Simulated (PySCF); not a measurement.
# Correlation energy of O²⁺ (oxygen, charge +2)

[He] 2s2 2p2, high-spin 3P determinant. Calculation: PySCF 2.14, in dyall-av3z (15s9p3d2f, 71 functions); the non-relativistic Hamiltonian (point nucleus). Frozen: 1s2; 4 electrons correlated; the 14 highest virtual orbitals of each spin left out.

```tsv
level	correlation energy (mhartree)
CCSD	-100.56
(T)	-1.39
CCSD(T)	-101.95
```

Diagnostics: T1 = 0.0049, D1 = 0.0097, largest double amplitude 0.122.

Cost of the coupled-cluster step: roughly 6 core-seconds, for 4 correlated electrons.

Iterations:

```
CC2 = 0
CCSD nocc = (np.int64(3), np.int64(1)), nmo = (56, 56)
frozen orbitals [[0, 57, 58, 59, 60, 61, 62, 63, 64, 65, 66, 67, 68, 69, 70], [0, 57, 58, 59, 60, 61, 62, 63, 64, 65, 66, 67, 68, 69, 70]]
max_cycle = 100
direct = 0
conv_tol = 1e-08
conv_tol_normt = 1e-06
diis_space = 8
diis_start_cycle = 0
Init t2, MP2 energy = -0.0792506429812657
Init E_corr(UCCSD) = -0.0792506429815715
cycle = 1  E_corr(UCCSD) = -0.0932276726874986  dE = -0.0139770297  norm(t1,t2) = 0.0362271
cycle = 2  E_corr(UCCSD) = -0.0974042695337767  dE = -0.00417659685  norm(t1,t2) = 0.0162817
cycle = 3  E_corr(UCCSD) = -0.100617549153999  dE = -0.00321327962  norm(t1,t2) = 0.00804284
cycle = 4  E_corr(UCCSD) = -0.10054421312919  dE = 7.33360248e-05  norm(t1,t2) = 0.000777143
cycle = 5  E_corr(UCCSD) = -0.100558042833877  dE = -1.38297047e-05  norm(t1,t2) = 9.53489e-05
cycle = 6  E_corr(UCCSD) = -0.100554966495575  dE = 3.0763383e-06  norm(t1,t2) = 1.46214e-05
cycle = 7  E_corr(UCCSD) = -0.100556050925703  dE = -1.08443013e-06  norm(t1,t2) = 3.1793e-06
cycle = 8  E_corr(UCCSD) = -0.100555808608966  dE = 2.42316736e-07  norm(t1,t2) = 7.00455e-07
cycle = 9  E_corr(UCCSD) = -0.100555819402485  dE = -1.07935188e-08  norm(t1,t2) = 8.56965e-08
cycle = 10  E_corr(UCCSD) = -0.100555821963789  dE = -2.56130414e-09  norm(t1,t2) = 1.25252e-08
UCCSD converged
E(UCCSD) = -73.2067980619304  E_corr = -0.1005558219637894
UCCSD(T) correction = -0.00139073977662923
```
